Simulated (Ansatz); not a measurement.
Molecule: 1,3-diselenane, C₄H₈Se₂, net charge 0, singlet state. 
Geometry from a B3LYP-D3(BJ)/def2-TZVP (Ansatz, a first-principles code) optimisation:
SMILES: C1CC[Se]C[Se]1
```xyz
14

C     -1.9751    -0.0904     0.3988
C     -1.1506     0.6989     1.4075
Se     0.5088     1.4878     0.6916
C      1.3173    -0.2015     0.1142
Se     0.2558    -1.2252    -1.1765
C     -1.3470    -1.4061    -0.0420
H     -2.9359    -0.3271     0.8727
H     -2.1912     0.5300    -0.4729
H     -1.7107     1.5564     1.7779
H     -0.8824     0.0793     2.2646
H      2.2553     0.0479    -0.3750
H      1.5207    -0.8201     0.9849
H     -2.0404    -1.9788    -0.6563
H     -1.0782    -2.0199     0.8192
```
Charge 0, spin multiplicity 1.

Total electronic energies in hartree. Valence correlation only, unless marked. No spin-orbit coupling. The frozen core is the preceding noble-gas configuration, with the filled d and f shells of earlier blocks. Non-relativistic. Basis-set limits of correlation are two-point, X^-3; Hartree-Fock from the larger set. [CCSD(T)-MP2]/basis is that difference in the basis named.

```json
[
 {"level": "HF/aug-cc-pVDZ", "program": "Ansatz", "energy (Eh)": "-4955.76386"},
 {"level": "PBE-D4/def2-TZVPD", "program": "Ansatz + dftd4", "energy (Eh)": "-4959.48252"},
 {"level": "BLYP/def2-TZVPD", "program": "Ansatz", "energy (Eh)": "-4960.38001"},
 {"level": "r2SCAN-D3(BJ)/def2-TZVPD", "program": "Ansatz + dftd3", "energy (Eh)": "-4960.28948"},
 {"level": "r2SCAN-D4/def2-TZVPD", "program": "Ansatz + dftd4", "energy (Eh)": "-4960.28875"},
 {"level": "B3LYP-D3(BJ)/def2-TZVPD", "program": "Ansatz + dftd3", "energy (Eh)": "-4960.50578"},
 {"level": "PBE0-D4/def2-TZVPD", "program": "Ansatz + dftd4", "energy (Eh)": "-4959.65921"},
 {"level": "PBE0/def2-TZVP", "program": "Ansatz", "energy (Eh)": "-4959.64371"},
 {"level": "PBE0/def2-TZVPD", "program": "Ansatz", "energy (Eh)": "-4959.64526"},
 {"level": "BHLYP-D3(BJ)/def2-TZVPD", "program": "Ansatz + dftd3", "energy (Eh)": "-4960.29375"},
 {"level": "HSE06/def2-TZVPD", "program": "Ansatz", "energy (Eh)": "-4959.64187"},
 {"level": "B2GP-PLYP-D3(BJ)/def2-TZVPD", "program": "Ansatz + dftd3", "energy (Eh)": "-4959.10514"},
 {"level": "RPA@PBE/cc-pVQZ", "program": "Ansatz", "energy (Eh)": "-4957.68291"},
 {"level": "MP2/STO-3G", "program": "Ansatz", "energy (Eh)": "-4901.68497"},
 {"level": "MP2/aug-cc-pVTZ", "program": "Ansatz", "energy (Eh)": "-4956.96970"},
 {"level": "MP2/cc-pVTZ", "program": "Ansatz", "energy (Eh)": "-4956.94610"},
 {"level": "RI-MP2/aug-cc-pVTZ", "program": "Ansatz", "energy (Eh)": "-4956.96930"},
 {"level": "CCSD/6-31G*", "program": "Ansatz", "energy (Eh)": "-4956.00999"},
 {"level": "CCSD/cc-pVTZ", "program": "Ansatz", "energy (Eh)": "-4957.00318"},
 {"level": "CCSD/cc-pVQZ", "program": "Ansatz", "energy (Eh)": "-4957.07834"},
 {"level": "CCSD(T)/cc-pVTZ", "program": "Ansatz", "energy (Eh)": "-4957.05243"},
 {"level": "RI-MP2/CBS(cc-pVTZ,cc-pVQZ)+[CCSD(T)-MP2]/cc-pVTZ", "program": "Ansatz", "energy (Eh)": "-4957.1910"},
 {"level": "CCSD(T)/CBS(cc-pVTZ,cc-pVQZ)", "program": "Ansatz", "energy (Eh)": "-4957.1801"}
]
```

Totals of different functionals don't rank their quality; only differences between species are comparable.
